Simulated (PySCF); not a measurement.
## Electron correlation in Tm²⁺ (thulium, charge +2)

[Xe] 4f12 6s1, 6s spin antiparallel (an excited configuration). Calculation: PySCF 2.14, in cc-pVDZ-X2C (8s7p5d3f1g, 84 functions); scalar relativity by spin-free X2C-1e. Frozen: [Kr] 4d10; 21 electrons correlated.

MP2 pair energies summed by pair of shells (mhartree):

```json
{"pair": "4f-4f", "energy": "-397.80", "share (%)": "49.4"}
{"pair": "4f-5p", "energy": "-190.46", "share (%)": "23.6"}
{"pair": "5p-5p", "energy": "-116.31", "share (%)": "14.4"}
{"pair": "4f-5s", "energy": "-40.39", "share (%)": "5.0"}
{"pair": "5s-5p", "energy": "-27.20", "share (%)": "3.4"}
{"pair": "5p-6s", "energy": "-18.71", "share (%)": "2.3"}
{"pair": "4f-6s", "energy": "-8.54", "share (%)": "1.1"}
{"pair": "5s-5s", "energy": "-5.54", "share (%)": "0.7"}
{"pair": "5s-6s", "energy": "-0.94", "share (%)": "0.1"}
```

Total MP2 correlation energy: -805.90 mhartree.

Same-spin part -312.71 and opposite-spin part -493.19 mhartree; SCS-MP2 scales them by 1/3 and 6/5 to -696.07 mhartree.

The reference is one real determinant that mixes LS terms of this configuration.
